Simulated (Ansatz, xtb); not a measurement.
# Relative energy of two isomers of F2GaH2NO

Structure I is `N[O][Ga]([F])[F]`, a singlet and structure II is `[F][Ga-]1([F])[NH2+][O]1`, a singlet. Both are isolated molecules in the gas phase, relaxed with PBE0-D3(BJ)/def2-SVP; the shapes shown needn't be the lowest conformers.

I (Å):

| atom | x (Å) | y (Å) | z (Å) |
| --- | --- | --- | --- |
| F | -0.3905 | -2.7983 | 1.7649 |
| F | 1.1619 | -2.4496 | -0.7825 |
| Ga | 0.3428 | -1.7577 | 0.5931 |
| N | 1.0431 | 0.7699 | -0.2799 |
| O | 0.4180 | 0.0109 | 0.7358 |
| H | 1.7272 | 0.1807 | -0.7613 |
| H | 0.3170 | 0.9717 | -0.9708 |

II (Å):

```xyz
7

F    -1.2895   -2.2156   -3.2103
F     0.6866   -2.2525   -0.9669
Ga   -0.2311   -1.3487   -2.1360
N    -0.9581    0.4376   -1.4663
O     0.1299    0.4229   -2.4248
H    -0.6503    0.9242   -0.6216
H    -1.7490    0.9448   -1.8692
```

Quicker runs give these differences E(II) − E(I): GFN2-xTB +8.0 kcal/mol; HF/STO-3G −50.8 kcal/mol (at GFN2-xTB geometries); r2SCAN-D4/def2-SVP −18.1 kcal/mol (at GFN2-xTB geometries).

**Question.** Estimate E(II) − E(I) at the level CCSD(T)/def2-SVP + ΔMP2/def2-TZVPP.

**Answer.** Calculated at CCSD(T)/def2-SVP + ΔMP2/def2-TZVPP: E(II) − E(I) = −11.4 kcal/mol, so structure II lies lower.

Level by level:

| level | geometry | E(II) − E(I) (kcal/mol) | departure from the last row (kcal/mol) | job, with rough time for the two |
| --- | --- | --- | --- | --- |
| GFN2-xTB | GFN2-xTB | +8.0 | +19.4 | optimisation, 1.5 s |
| HF/STO-3G | GFN2-xTB | −50.8 | −39.4 | single point, 3.2 s |
| r2SCAN-D4/def2-SVP | GFN2-xTB | −18.1 | −6.7 | single point, 14 s |
| PBE0-D3(BJ)/def2-SVP | PBE0-D3(BJ)/def2-SVP | −10.4 | +0.9 | optimisation, 6.5 min |
| HF/def2-SVP | PBE0-D3(BJ)/def2-SVP | −9.4 | +2.0 | part of the CCSD(T) run |
| MP2/def2-SVP | PBE0-D3(BJ)/def2-SVP | −11.5 | −0.1 | part of the CCSD(T) run |
| CCSD(T)/def2-SVP | PBE0-D3(BJ)/def2-SVP | −11.3 | 0.0 | single point |
| CCSD(T)/def2-SVP + ΔMP2/def2-TZVPP | PBE0-D3(BJ)/def2-SVP | −11.4 |  | single point, 2.3 min |

As drawn, II has 1 Ga–N more. Structure I has no ring, II a 3-membered ring.

GFN2-xTB puts the two in the other order. The largest departure from CCSD(T)/def2-SVP + ΔMP2/def2-TZVPP is that of HF/STO-3G, 39.4 kcal/mol. The last row adds to CCSD(T) the change of the MP2 difference between the two basis sets, here 0.0 kcal/mol.

With harmonic frequencies from PBE0-D3(BJ)/def2-SVP (ideal gas, rigid rotor, one conformer each, 600 K, 1 atm): on the last row, ΔE + ΔZPE = −10.8, ΔH = −11.4, ΔG = −8.1 kcal/mol.

The correlated steps freeze 13 core orbitals; the filled d shell of Ga is correlated, in a basis made for valence electrons. Mirror images aren't counted in ΔG. Run with Ansatz 0.2.0, xtb 6.7.1; the last row on 1 thread of AMD EPYC (Zen 3) on a shared host.
